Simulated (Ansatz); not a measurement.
Relaxation of CH2NOSe (6 atoms, charge 1, multiplicity 1), to a largest force component of 0.02 eV/Å in at most 50 steps.

Method: Ansatz 0.2.0, RKS PBE0-D4/def2-SVP.

```xyz
6
Properties=species:S:1:pos:R:3
N 1.847 -0.150 -0.207
C 0.727 -0.022 0.075
O -0.407 0.215 0.338
Se -2.174 -0.216 -0.533
H 2.810 -0.410 -0.173
H -2.803 0.583 0.501
```

Problem. Where does it end, and by what steps?

Solution. It converged. The force dipped under the threshold on the way, but the program's further checks kept it going. After 25 steps the energy has fallen by 0.123 eV; H6 moved furthest, 0.67 Å.

| step | energy less start (eV) | largest force component (eV/Å) | accepted |
| --- | --- | --- | --- |
| 0 | 0.0000 | 2.577 | yes |
| 1 | -0.0426 | 0.661 | yes |
| 2 | -0.0152 | 1.457 | no |
| 3 | -0.0794 | 0.839 | yes |
| 4 | -0.0813 | 2.119 | yes |
| 5 | -0.0964 | 0.362 | yes |
| 6 | -0.1029 | 0.104 | yes |
| 7 | -0.1030 | 0.018 | yes |
| 8 | -0.1030 | 0.025 | yes |
| 9 | -0.1031 | 0.020 | yes |
| 10 | -0.1032 | 0.003 | yes |
| 11 | -0.1032 | 0.018 | yes |
| 12 | -0.1033 | 0.150 | yes |
| 13 | -0.1038 | 0.094 | yes |
| 14 | -0.1052 | 0.111 | yes |
| 15 | -0.1010 | 0.856 | no |
| 16 | -0.1089 | 0.132 | yes |
| 17 | -0.1113 | 0.396 | yes |
| 18 | -0.1143 | 0.295 | yes |
| 19 | -0.1176 | 0.272 | yes |
| 20 | -0.1215 | 0.028 | yes |
| 21 | -0.1227 | 0.042 | yes |
| 22 | -0.1228 | 0.116 | yes |
| 23 | -0.1234 | 0.029 | yes |
| 24 | -0.1234 | 0.024 | yes |
| 25 | -0.1235 | 0.005 | yes |

```xyz
6
Properties=species:S:1:pos:R:3
N 1.734 -0.121 -0.151
C 0.644 -0.188 0.221
O -0.484 -0.265 0.682
Se -2.114 -0.358 -0.379
H 2.697 -0.064 -0.459
H -2.477 0.996 0.086
```

Time of the run: 32 s on 2 threads of Intel(R) Xeon(R) 6975P-C (Granite Rapids), with other jobs on the host, peak memory 0.18 GiB.
